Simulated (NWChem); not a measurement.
System meant: SiH₂O, singlet; SMILES O[SiH]

Here is an NWChem input.

```
start job
memory heap 200 mb stack 900 mb global 1100 mb
geometry units angstroms noautoz
  Si     0.146437    -0.641242     0.000000
  H     -1.412173    -0.856142     0.000000
  O      0.140619     1.048875     0.000000
  H     -0.729962     1.489000     0.000000
end
basis spherical
  Si library def2-svp
  H library def2-svp
  O library def2-svp
end
dft
  xc b3lyp
  iterations 4
  mulliken
end
task dft energy
```

End of the output:

```
    Atom       Charge   Shell Charges
 -----------   ------   -------------------------------------------------------
    1 Si  14    13.71   2.00  1.96  0.97  0.66  5.80  1.05  1.01  0.26
    2 H    1     1.17   0.67  0.48  0.02
    3 O    8     8.21   1.97  0.90  0.61  2.70  2.01  0.01
    4 H    1     0.91   0.55  0.18  0.18

 center of mass
 --------------
 x =   0.09064215 y =  -0.02555700 z =   0.00000000

 moments of inertia (a.u.)
 ------------------
         114.516873460006           0.000000000000           0.000000000000
           0.000000000000          11.004227249807           0.000000000000
           0.000000000000           0.000000000000         125.521100709813

     Multipole analysis of the density
     ---------------------------------

     L   x y z        total         alpha         beta         nuclear
     -   - - -        -----         -----         ----         -------
     0   0 0 0     -0.000000    -12.000000    -12.000000     24.000000

     1   1 0 0     -0.575032     -0.287516     -0.287516      0.000000
     1   0 1 0      0.228728      0.114364      0.114364      0.000000
     1   0 0 1      0.000000      0.000000      0.000000      0.000000

     2   2 0 0    -15.844243    -13.173531    -13.173531     10.502818
     2   1 1 0     -1.483478     -0.802788     -0.802788      0.122097
     2   1 0 1      0.000000      0.000000      0.000000      0.000000
     2   0 2 0    -14.734217    -38.627728    -38.627728     62.521240
     2   0 1 1      0.000000      0.000000      0.000000      0.000000
     2   0 0 2    -13.209618     -6.604809     -6.604809      0.000000

 ------------------------------------------------------------------------
 dft energy failed                                                                                  0
 ------------------------------------------------------------------------
 ------------------------------------------------------------------------
  current input line :
    19: task dft energy
 ------------------------------------------------------------------------
 ------------------------------------------------------------------------
 This type of error is most commonly associated with calculations not reaching convergence criteria
 ------------------------------------------------------------------------
 For more information see the NWChem manual at https://nwchemgit.github.io

0:dft energy failed:Received an Error in Communication
```

**Question.** Find the fault in this run and fix the input.

**Answer.** Convergence was not reached. Cause: the SCF was allowed too few iterations. This input runs:
```
start job
memory heap 200 mb stack 900 mb global 1100 mb
geometry units angstroms noautoz
  Si     0.146437    -0.641242     0.000000
  H     -1.412173    -0.856142     0.000000
  O      0.140619     1.048875     0.000000
  H     -0.729962     1.489000     0.000000
end
basis spherical
  * library def2-svp
end
dft
  xc b3lyp
  iterations 150
  mulliken
end
task dft energy
```
It converges to -365.76755 Ha (B3LYP/def2-SVP).
